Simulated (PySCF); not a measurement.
Molecule: SMILES CC(C)C1CCC1, C₇H₁₄.

Bonds (- single, = double, # triple, : aromatic): C1-C2, C2-C3, C2-C4, C4-C5, C5-C6, C6-C7, C7-C4. C1 carries H8, H9, H10; C2 carries H11; C3 carries H12, H13, H14; C4 carries H15; C5 carries H16, H17; C6 carries H18, H19; C7 carries H20, H21. H17, H19, H20 are cis to C2 on the ring; H16, H18, H21 are trans to C2 on the ring.

Frames of a GFN2-xTB Langevin trajectory at 300 K; GIAO PBE0/pcSseg-1 shieldings in PySCF 2.14.0 with density-fitted response routines, gas phase, non-relativistic; equivalent atoms averaged within each frame.

Chemical shifts δ = σref − σ; 13C (186.93 ppm) and 1H (31.72 ppm) vs TMS, all at this level. The references are static minima.

Task: How do the shifts (ppm) fluctuate along the trajectory?

Result: 
```csv
time (fs),C4,C2,C5/C7,C1/C3,C6,H19,H15,H17/H20,H16/H21,H18
optimised geometry,43.2,41.7,27.7,21.2,16.4,1.77,1.73,1.69,2.13,1.94
250,49.3,43.1,26.9,23.1,13.3,3.38,2.94,2.05,1.74,1.73
425,47.5,38.8,30.0,24.4,18.5,1.66,2.67,2.07,3.01,3.25
625,42.7,41.7,31.0,21.4,21.6,2.17,1.62,2.06,2.51,1.85
800,53.9,34.8,24.3,21.9,13.9,2.19,3.07,1.22,1.61,1.46
1000,44.1,43.4,24.5,28.3,11.3,1.16,2.17,2.47,1.53,1.69
mean of frames,47.5,40.4,27.3,23.8,15.7,2.11,2.49,1.97,2.08,2.00
standard deviation,4.5,3.6,3.1,2.7,4.2,0.83,0.60,0.46,0.65,0.71
```

5 frames give an uncertainty of the mean of about the standard deviation over 2.2 at best, since frames this close in time may not be independent; classical motion lacks zero-point vibration, and the reference would need the same averaging.
